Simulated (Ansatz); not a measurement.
Pulling on the C3–H5 bond in C2H6Mg (SMILES C[CH2][MgH]) (multiplicity 1 held, fragments rigid). Energies count from the point at 1.097 Å.
Geometry at that point (charge 0, multiplicity 1):
```
atom    x (Å)    y (Å)    z (Å)
----  -------  -------  -------
Mg    -0.1443   0.3313   1.3937
H     -0.3373   1.1905   2.8557
C      0.0933  -0.7191  -0.4142
C      0.1315   0.1361  -1.6926
H     -0.7157  -1.4553  -0.4913
H      1.0112  -1.3150  -0.3458
H      0.9553   0.8554  -1.6784
H     -0.7876   0.7138  -1.8253
H      0.2569  -0.4673  -2.5988
```

R- and RO- levels are restricted; in cc, def2 and unpolarised 6-31G sets they are followed outwards from rest. U- levels take the lowest unrestricted solution at each point, which mixes spins at long bonds. Active spaces are followed from a long bond inwards. Curves can end on different states.

Correlated levels freeze the cores.

Run with Ansatz (an electronic-structure program). Values without a source in brackets are computed.

Energies in kcal/mol.

```tsv
R (Å)	R-HF/def2-SVP	U-MP2/def2-SVP	CASSCF(2,2)/def2-SVP	FIC-NEVPT4(SD) on CASSCF(2,2)/def2-SVP	FIC-MRCISD+Q on CASSCF(2,2)/def2-SVP
0.877	30.4	31.9	33.5	32.3	32.2
0.987	6.1	6.8	[?]	7.0	7.0
1.097	0.0	0.0	0.0	0.0	0.0
1.206	3.7	3.2	[?]	2.8	2.8
1.316	12.6	11.5	8.9	10.6	10.6
1.480	29.7	28.0	22.8	25.9	26.0
1.645	47.8	45.7	37.3	41.7	41.9
1.919	75.5	80.5	58.1	64.4	64.6
2.193	98.6	94.4	73.0	80.7	80.9
2.522	120.7	100.6	[?]	92.8	93.0
2.961	143.2	103.3	90.9	100.2	100.4
3.509	163.7	104.2	93.4	103.1	103.3
```

**Question.** Complete the blanks.

**Answer.** 
- 2.522, CASSCF(2,2)/def2-SVP: 84.1
- 0.987, CASSCF(2,2)/def2-SVP: 7.7
- 1.206, CASSCF(2,2)/def2-SVP: 2.0

Doubts at one or more of the structures used: a restricted determinant that unrestricted orbitals would lower (R-HF/def2-SVP); a spin-contaminated determinant (U-MP2/def2-SVP).
